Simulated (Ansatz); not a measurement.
The cluster Na6 (the lowest singlet isomer of a short search) was relaxed with B3LYP (def2-SVP, def2-SVPD) in Ansatz in these states: charge -1 doublet, neutral singlet. The geometries follow in no particular order.

A:

```xyz
6

Na   -3.2836   -0.4091    2.1237
Na   -1.7113   -0.8167   -0.8705
Na   -0.0334    0.5969    2.0022
Na    3.2294    1.5422    1.6465
Na    0.0535   -1.1279   -3.7701
Na    1.7454    0.2146   -1.1319
```

B:

```xyz
6

Na    3.228   -2.361    1.077
Na    0.550   -1.496   -1.151
Na    0.982    0.375    1.662
Na   -1.159    3.152    2.426
Na   -2.068   -0.791   -3.502
Na   -1.533    1.120   -0.511
```

Problem. Judge from the bond lengths which geometry belongs to which state (an estimate).

Solution. A is the neutral singlet (Na3–Na6 3.624 Å, Na2–Na6 3.617 Å, Na2–Na3 3.615 Å); B is the charge -1 doublet (Na3–Na6 3.406 Å, Na2–Na6 3.405 Å, Na2–Na3 3.406 Å).

The restricted singlet is unstable towards broken spin symmetry in Hartree–Fock (as tested in another run); at B3LYP/def2-SVP this wasn't settled. At B3LYP/def2-SVPD the highest occupied level of the relaxed charge -1 doublet lies above zero (up to 0.10 eV). By energy differences its removal costs 0.78 eV (each at its own geometry, to the charge 0 singlet, at PBE0/def2-TZVPD). These are the stationary points nearest to one start from a short search; other shapes may lie lower in each state.
